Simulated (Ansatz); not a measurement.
Consider the atomization: `[SH][Ge][Cl]` → Cl• + Ge• + H• + S•.

Computed with Ansatz on PBE0-D4/def2-TZVP structures; ΔE is electronic, products minus reactants. CBS: MP2 limit from def2 TZ/QZ plus the TZ coupled-cluster correction, frozen cores. This one scheme is used for every species, atoms too. DFT in def2-TZVPP. Open shells (•) are unrestricted, without spin–orbit coupling. Spin–orbit coupling would lower the free atoms: a little for Cl, S; clearly for Ge. Bonds to Ge are less sure, by a few kJ/mol each and by 10 to 20 or more in all where they break to atoms, as the def2 sets lack core-valence functions. Scalar relativity is left out up to krypton. Each species was taken in one conformer, which may not be the lowest.

```tsv
species	r2SCAN0-D4 energy (Eh)
`[SH][Ge][Cl]`	-2935.99966
Cl•	-460.11637
Ge•	-2076.88736
H•	-0.49987
S•	-398.08348
```

**Question.** Work out ΔE.

**Answer.** ΔE = (-460.11637) + (-2076.88736) + (-0.49987) + (-398.08348) − (-2935.99966) = 0.41258 Eh = +1083.2 kJ/mol. CCSD(T)/CBS gives +1106.2 kJ/mol.

Largest T1 diagnostic among the species: 0.014.

The D4 term adds +20.1 kJ/mol with B3LYP and +10.2 kJ/mol with PBE0; it sums over pairs of atoms, weighted by their polarisabilities, and B3LYP, whose exchange is more repulsive, gets the larger term. From BLYP to BHLYP (50 % exact exchange), in def2-TZVPP and without D4, ΔE moves by −50.5 kJ/mol: exact exchange takes away binding that semilocal exchange gives to molecules. At CCSD(T), def2-SVP lies −129.2 kJ/mol from the extrapolated value and def2-TZVPP −48.5 kJ/mol: correlation converges slowly with the basis, and small sets miss more of it in the bonded molecule than in its fragments.

B3LYP here is the variant with VWN-RPA as its local correlation; programs differ in this.

For atomizations the MP2-based limit and the directly extrapolated one differ by several kJ/mol either way, and by 10 to 25 for some Ge, Se and Sn compounds, so smaller differences from it don't rank the levels.
